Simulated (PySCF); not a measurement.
## Spectroscopy problems

Computed data (PySCF 2.14): geometry: GFN2-xTB, shieldings: GIAO PBE0/pcSseg-1. Isolated molecule, one averaged value for each set of equivalent atoms, one conformer, no relativistic terms.

Referencing at the same level of theory: TMS for $^{1}$H, $^{13}$C. Splittings of carbon signals by F and P are missing where no couplings were computed. Where no couplings were computed, multiplicities follow the n + 1 count of equivalent neighbours, and m marks all less simple cases (inequivalent or close neighbours, rings, F or P nearby). Shifts are as computed. Against solution values, carbons near 30 ppm lie about +3 ppm off and those near 130 ppm about +5 ppm. Of 1211 compounds with measured shifts, 218 miss one by over three times the rms of a fit or turn the order of signals round; such compounds aren't used in these exercises.

Question: C$_{5}$H$_{3}$F$_{3}$N$_{2}$O$_{2}$. $^{1}$H NMR (400 MHz, computed): δ 3.01 (s, 3H). $^{13}$C{$^{1}$H} NMR (computed): δ 189.7, 168.8, 163.0, 126.5, 31.2. What is it?

Answer: `CC(=O)c1nnc(C(F)(F)F)o1`. The formula gives 4 degrees of unsaturation (1 ring in the answer). 5 carbon signals for 5 carbons: no two carbons are equivalent. Carbon types of the structure: 4 × C, 1 × CH3, which accounts for all hydrogens. δC 189.7: ketone carbonyl carbon; the double bond to the heteroatom, with no lone-pair donor beside it, deshields it most. δC 168.8, 163.0: substituted aromatic carbon next to the ring oxygen. δC 126.5: CF3 carbon; 3 electronegative neighbours deshield it. δH 3.01: hydrogen on a methyl carbon α to a carbonyl; α to C=O.

The data come from this structure; uniqueness wasn't tested.

Question: C$_{5}$H$_{11}$F. $^{1}$H NMR (400 MHz, computed): δ 1.51 (m, 2H), 1.33 (m, 6H), 1.13 (t, 3H). $^{13}$C{$^{1}$H} NMR (computed): δ 95.5, 38.0, 28.7, 9.8. Identify the compound.

Answer: 2-fluoro-2-methylbutane. The formula gives 0 degrees of unsaturation. 4 carbon signals for 5 carbons: some carbons are equivalent by symmetry or fast rotation. Carbon types of the structure: 1 × C, 1 × CH2, 3 × CH3, which accounts for all hydrogens. δC 95.5: fully substituted sp3 carbon bonded to F; pulled downfield by the heteroatom. δC 38.0: sp3 CH2; aliphatic region, no heteroatom directly attached. δC 28.7, 9.8: methyl carbon; aliphatic region, no heteroatom directly attached. δH 1.33, 1.13: hydrogen on a methyl carbon.

The shifts were computed for this structure.
